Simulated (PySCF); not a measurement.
C4H7Cl, SMILES ClC1CCC1. Atoms are numbered in the order given.

```xyz
12

Cl     1.7814     0.0905     0.0000
C      0.0702    -0.4613     0.0000
C     -0.8729     0.0879    -1.0797
C     -1.9840     0.0773     0.0000
C     -0.8729     0.0879     1.0797
H      0.1013    -1.5614     0.0000
H     -1.0041    -0.5019    -1.9998
H     -0.5861     1.1174    -1.3447
H     -2.5447    -0.8708     0.0000
H     -2.7017     0.9115     0.0000
H     -1.0041    -0.5019     1.9998
H     -0.5861     1.1174     1.3447
```

The structure is a stationary point at r2SCAN-D4/def2-SVP.

The numbers are results of PBE/def2-TZVP (PySCF), not measurements.

The molecule is in vacuum.

```json
{
  "total_energy": "-616.47896 hartree",
  "point_group": "Cs",
  "highest_occupied_level": "-6.73 eV",
  "lowest_empty_level": "-0.30 eV",
  "orbital_gap": "6.43 eV",
  "dipole_moment": "0.451 e·Å",
  "quadrupole, principal values (traceless, Buckingham form, about the centre of nuclear charge)": "-3.26, 0.56, 2.69 D·Å",
  "mean_static_polarisability": "60.1 bohr³ (8.91 Å³)",
  "polarisability_principal_values": "50.9, 56.2, 73.3 bohr³"
}
```
